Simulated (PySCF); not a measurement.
From a computed spectrum to the compound

A species of 10 atoms with charge 2 has these harmonic modes (BP86, small Gaussian bases with core potentials, PySCF 2.14.0):

| cm⁻¹ | km/mol | symmetry |
| --- | --- | --- |
| 108 | 27.5 | a' |
| 150 | 13.5 | a'' |
| 160 | 61.8 | a'' |
| 173 | 50.6 | a' |
| 250 | 21.0 | a' |
| 285 | 0.1 | a'' |
| 289 | 6.0 | a' |
| 307 | 12.7 | a' |
| 318 | 0.1 | a'' |
| 323 | 528.3 | a' |
| 330 | 0.4 | a'' |
| 486 | 21.1 | a' |
| 486 | 18.8 | a'' |
| 784 | 0.1 | a'' |
| 806 | 19.2 | a' |
| 933 | 28.7 | a' |
| 941 | 43.1 | a' |
| 958 | 7.1 | a' |
| 1550 | 168.7 | a'' |
| 1560 | 0.8 | a' |
| 3421 | 1384.0 | a'' |
| 3437 | 1.2 | a' |
| 3517 | 0.0 | a'' |
| 3518 | 835.0 | a' |

**Question.** Which species is it, and in which structure?

**Answer.** [OsO3(H2O)2]2+ (singlet):
```xyz
10

Os   -0.0059    0.0000    0.0085
O    -0.8066    0.0000    1.5177
O    -0.9844    0.0000   -1.4016
O     1.7118    0.0000   -0.0009
O     0.0689    2.0649   -0.1042
H     0.8033    2.6136    0.2870
H    -0.7070    2.6381   -0.3559
O     0.0689   -2.0649   -0.1042
H    -0.7070   -2.6381   -0.3559
H     0.8033   -2.6136    0.2870
```
Ideal gas at 298.15 K and 1 bar: S = 390.1 J/(mol K), Cp = 136.4 J/(mol K), H − H(0 K) = 26.5 kJ/mol (rigid rotor, harmonic modes, spin degeneracy alone). 
 The answer isn't unique; the calculation gave this one.
